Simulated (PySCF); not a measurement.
Molecule: `Cc1ccccc1[SiH3]`, C7H10Si.

Geometry (Å), atoms numbered from 1 in this order:
```xyz
18

C    -0.678   -1.975   -0.062
C     0.183   -0.750   -0.024
C     1.565   -0.875   -0.028
C     2.384    0.240    0.005
C     1.819    1.502    0.043
C     0.443    1.632    0.048
C    -0.398    0.523    0.015
Si   -2.268    0.772    0.026
H    -0.070   -2.877   -0.090
H    -1.321   -1.963   -0.940
H    -1.320   -2.017    0.817
H     2.010   -1.861   -0.058
H     3.458    0.121    0.002
H     2.449    2.380    0.069
H     0.007    2.621    0.079
H    -2.862    0.200   -1.187
H    -2.549    2.208    0.071
H    -2.858    0.126    1.203
```

Frames of a GFN2-xTB Langevin trajectory at 300 K; GIAO PBE0/pcSseg-1 shieldings in PySCF, gas phase, non-relativistic; equivalent atoms averaged within each frame.

Scale: 13C (σ = 186.93 ppm), 29Si (σ = 349.16 ppm), 1H (σ = 31.72 ppm) against TMS (reference shieldings calculated alike). The references are static minima.

Task: How do the shifts (ppm) fluctuate along the trajectory?

Result: 
```
         time (fs)     C2     C6     C4     C3     C5     C7    C1    Si8   H13   H12
optimised geometry  150.2  142.7  136.7  134.1  130.4  134.6  25.2  -73.0  7.63  7.51
               250  141.7  140.4  138.3  137.9  131.6  129.7  19.1  -74.1  8.24  8.20
               425  150.2  137.5  135.7  130.9  132.6  132.4  25.4  -72.9  8.00  7.50
               625  156.1  134.6  139.0  147.5  124.5  133.4  28.5  -76.0  7.82  8.51
               800  150.5  148.4  138.5  129.1  137.5  144.4  29.6  -68.8  8.02  7.39
              1000  149.9  141.9  136.0  136.9  128.7  140.2  29.5  -70.2  7.22  7.96
    mean of frames  149.7  140.6  137.5  136.5  131.0  136.0  26.4  -72.4  7.86  7.91
standard deviation    5.1    5.2    1.5    7.2    4.8    6.1   4.4    2.9  0.39  0.47
```

5 frames give an uncertainty of the mean of about the standard deviation over 2.2 at best, since frames this close in time may not be independent; classical motion lacks zero-point vibration, and the reference would need the same averaging.
